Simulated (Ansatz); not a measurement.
```yaml
crystal:
  periodic: [false, false, false]
  atoms:
    - {symbol: F, position_ang: [-2.310520, -0.921880, 0.767998]}
    - {symbol: Si, position_ang: [-0.692704, -0.107215, 0.819267]}
    - {symbol: Al, position_ang: [-0.771696, 2.411057, -0.299620]}
    - {symbol: Ge, position_ang: [1.090561, -1.700960, -0.387240]}
    - {symbol: H, position_ang: [-0.240551, -0.039374, 2.429778]}
    - {symbol: H, position_ang: [-2.229384, 3.046084, -1.092308]}
    - {symbol: H, position_ang: [0.719011, 3.381041, -0.249242]}
    - {symbol: H, position_ang: [0.769575, -1.830828, -2.075965]}
    - {symbol: H, position_ang: [2.659830, -1.010623, -0.198572]}
    - {symbol: H, position_ang: [1.098836, -3.284647, 0.289264]}
basis:
  gaussian: {orbitals: pcseg-2}
magnetization: {spin_polarized: true, initial_magnetization: 1}
hamiltonian: {xc: {name: rPW86-PBE}, dispersion: d3bj, pseudopotentials: {relativity: none}}
output: {forces: true}
```

```sh
$ ansatz run in.yaml --threads 4 --pin off --events-out ev --progress --plain --max-ram 10444MiB
```

Shortened log:

```
Error: a molecule whose nuclei and cores have a total charge of 74 cannot have a net charge of 0 together with 1 unpaired electrons
```

(1) Something in this input is off. What?

Answers

(1) The number of unpaired electrons doesn't fit the electron count. The program refused the input.
